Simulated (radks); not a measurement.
Results of a calculation; reference values are marked as such.
All-electron atom: Mn24+ in 1s1. Code: a radial shooting solver on a logarithmic mesh with Libxc functionals. Model: scalar-relativistic Kohn-Sham, BLYP, spin-polarised, spherical densities, finite nucleus; open shells are filled with parallel spins first; Fermi nuclear charge, rms radius 3.7057 fm.

Radial electron density D(r) = 4 pi r^2 rho(r):

| r (bohr) | D(r) (e/bohr) |
|---|---|
| 0.002015 | 0.2561 |
| 0.002442 | 0.3657 |
| 0.002958 | 0.5198 |
| 0.003556 | 0.7244 |
| 0.004309 | 1.018 |
| 0.005221 | 1.418 |
| 0.006326 | 1.957 |
| 0.007604 | 2.636 |
| 0.009213 | 3.547 |
| 0.01116 | 4.692 |
| 0.01353 | 6.080 |
| 0.01639 | 7.684 |
| 0.0197 | 9.348 |
| 0.02387 | 11.07 |
| 0.02892 | 12.53 |
| 0.03505 | 13.46 |
| 0.04212 | 13.56 |
| 0.05104 | 12.66 |
| 0.06185 | 10.76 |
| 0.07494 | 8.162 |
| 0.0908 | 5.392 |
| 0.1091 | 3.100 |
| 0.1322 | 1.429 |
| 0.1602 | 0.5165 |
| 0.1942 | 0.1391 |
| 0.2334 | 0.02837 |
| 0.2828 | 0.003546 |
| 0.3426 | 0.0002640 |

D(r) has 1 maximum, at r = 0.0392 bohr.
